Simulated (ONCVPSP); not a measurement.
**PBE ONCV dataset for iridium (Ir), scalar-relativistic all-electron reference.**

* Element: Ir (Z = 77)
* Generator: ONCVPSP 4.0.1
* Type: optimised norm-conserving Vanderbilt (ONCV)
* Functional: PBE
* Relativity: scalar-relativistic
* Frozen core: [Kr] 4d10 4f14
* Valence charge: 17
* Reference configuration: 5s2 5p6 5d7 6s1 (charge +1)
* Partial waves: 5s+6s: rc 1.50 bohr, ncon 4, nbas 9, qcut 8.9 1/bohr, 2 projectors; 5p: rc 1.80 bohr, ncon 3, nbas 7, qcut 7.8 1/bohr, 2 projectors, debl 3.2 Ha; 5d: rc 2.45 bohr, ncon 4, nbas 8, qcut 5.7 1/bohr, 2 projectors, debl 3.3 Ha
* Local potential: polynomial inside 1.40 bohr (lpopt 5, dvloc0 0 Ha)
* Core correction: Teter function, fcfact 1.75, rcfact 1.25

All-electron outer shells of the reference configuration (PBE, scalar-relativistic, ld1.x):

```tsv
shell	level (eV)	outermost node (bohr)	outermost maximum (bohr)
5s	-106.30	0.50	0.89
4f	-70.49	–	0.39
5p	-63.05	0.54	1.01
5d	-15.32	0.59	1.29
6s	-13.57	1.17	2.32
```

Calculated quality:

```json
{
 "Cutoffs needed": "28 Ha and 33 Ha (the cutoffs (Ha) at which the residual kinetic energy of the hardest occupied pseudo-wave falls to 1 and 0.1 mHa per electron)",
 "Ghost test": "no bound ghost flagged; GHOST(+) flagged for s at 376.2 eV",
 "Largest excitation error": "-6.9 meV (all-electron minus pseudo) for 5s2 5p6 5d7 6s0, out of 4 test configurations",
 "rms error of d²Exc/dni dnj": "5.96 mHa without and 3.15 mHa with the model core"
}
```

Generation and tests took about 5.2 s on one core of a shared server CPU.
